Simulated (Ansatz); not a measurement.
Nudged elastic band run: CuSi$_{16}$, charge +1

Input file:

```yaml
crystal:
  lattice:
    - [0.0, 5.43, 5.43]
    - [5.43, 0.0, 5.43]
    - [5.43, 5.43, 0.0]
  atoms:
    - { symbol: Si, position: [-0.00302887, 0.0139485, -0.00718041] }
    - { symbol: Si, position: [0.13384554, 0.11717248, 0.12497679] }
    - { symbol: Si, position: [-0.00211127, 0.01315657, 0.49747272] }
    - { symbol: Si, position: [0.12034915, 0.13910485, 0.62085858] }
    - { symbol: Si, position: [0.00576855, 0.50530237, -0.00436534] }
    - { symbol: Si, position: [0.11837753, 0.63961058, 0.12405715] }
    - { symbol: Si, position: [-0.00402312, 0.51252942, 0.49704939] }
    - { symbol: Si, position: [0.1203723, 0.63862217, 0.61944892] }
    - { symbol: Si, position: [0.51349854, -0.0391951, 0.01255223] }
    - { symbol: Si, position: [0.62462865, 0.11671473, 0.12474986] }
    - { symbol: Si, position: [0.4922173, 0.01345131, 0.49728885] }
    - { symbol: Si, position: [0.62567126, 0.11734919, 0.63211096] }
    - { symbol: Si, position: [0.49389643, 0.50469759, -0.005228] }
    - { symbol: Si, position: [0.63745282, 0.58936273, 0.13499139] }
    - { symbol: Si, position: [0.49630119, 0.50570072, 0.50319214] }
    - { symbol: Si, position: [0.62302045, 0.63897863, 0.6187711] }
    - { symbol: Cu, position: [0.39000545, 0.33212526, 0.88590397] }
total_charge: 1
basis:
  ecutwfc: 420.0
kpoints:
  mp_grid: { grid: [2, 2, 2] }
hamiltonian:
  xc: pbe
  pseudopotentials: { kind: paw, azcp: { folder: soft_1 } }
scf:
  occupations: { method: gaussian, width: 0.05 }
  lower_state_search: "off"
  max_iter: 81
neb:
  images: 3
  f_tol: 0.4
  max_iterations: 50
  order_check: false
  final_atoms:
    - { symbol: Si, position: [-0.01106148, 0.03543576, -0.01176967] }
    - { symbol: Si, position: [0.1307205, 0.11975977, 0.13050685] }
    - { symbol: Si, position: [0.00236471, -0.01445736, 0.50618825] }
    - { symbol: Si, position: [0.13022196, 0.11964, 0.61991011] }
    - { symbol: Si, position: [0.00061699, 0.50790444, 9.41e-05] }
    - { symbol: Si, position: [0.11240667, 0.66390854, 0.11184879] }
    - { symbol: Si, position: [0.00037459, 0.50797243, 0.49152962] }
    - { symbol: Si, position: [0.13327151, 0.61104029, 0.62783589] }
    - { symbol: Si, position: [0.50648711, -0.01405173, 0.0019012] }
    - { symbol: Si, position: [0.62069533, 0.11953262, 0.12978553] }
    - { symbol: Si, position: [0.5060921, -0.01398694, 0.50556839] }
    - { symbol: Si, position: [0.62944027, 0.11224623, 0.62897308] }
    - { symbol: Si, position: [0.49216934, 0.50783253, -0.00013833] }
    - { symbol: Si, position: [0.62829616, 0.61141937, 0.13244759] }
    - { symbol: Si, position: [0.50518248, 0.48573673, 0.50432773] }
    - { symbol: Si, position: [0.62804903, 0.61148865, 0.62756798] }
    - { symbol: Cu, position: [0.23710826, 0.29256009, 1.23596745] }
```

Run as:

```bash
$ ansatz run input.yaml --threads 1 --pin off --max-ram 3072MiB --backend cpu --events-out ev --progress --plain --runs-dir out
```

Output, in part (warnings, iteration lines):

```
NEB end point (image 0): max|allowed force component| = 2.119e-2 eV/Å (the criterion of neb.relax_end_points is 8.000e-2)
NEB end point (image 4): max|allowed force component| = 9.510e-3 eV/Å (the criterion of neb.relax_end_points is 8.000e-2)
NEB iter   1: max|band force component| = 1.251e0 eV/Å  barrier→ = 0.4221 eV  barrier← = 0.4224 eV  Δτ_max = 0.0952 Å  (47 SCF iters)
NEB iter   2: max|band force component| = 5.241e-1 eV/Å  barrier→ = 0.1431 eV  barrier← = 0.1434 eV  Δτ_max = 0.1015 Å  (25 SCF iters)
NEB iter   3: max|band force component| = 1.548e-1 eV/Å  barrier→ = 0.0580 eV  barrier← = 0.0582 eV  CI = image 2  Δτ_max = 0.0000 Å  (22 SCF iters)
```

The run converged. The threshold of 0.4 eV/Å is loose, so the images may lie well off the minimum-energy path. The order of the stationary point at the top wasn't checked. Limits of this set-up: coarse k mesh, charged cell in a uniform background, uncorrected.

Final band (atoms are numbered from 1 in the order of the input):

| image | path coordinate (Å) | energy (eV) | Si12–Cu17 (Å) | Si15–Cu17 (Å) | Si4–Cu17 (Å) |
| --- | --- | --- | --- | --- | --- |
| 0 | 0.00 | 0.000 | 2.55 | 2.42 | 4.57 |
| 1 | 0.62 | 0.008 | 3.00 | 2.71 | 4.03 |
| 2 | 1.25 | 0.058 | 3.50 | 3.31 | 3.33 |
| 3 | 1.87 | 0.008 | 4.04 | 3.99 | 2.73 |
| 4 | 2.50 | 0.000 | 4.57 | 4.59 | 2.43 |

Time of the run: 50 s on 1 thread of Intel(R) Xeon(R) 6975P-C (Granite Rapids), with other jobs on the host, peak memory 0.83 GiB.
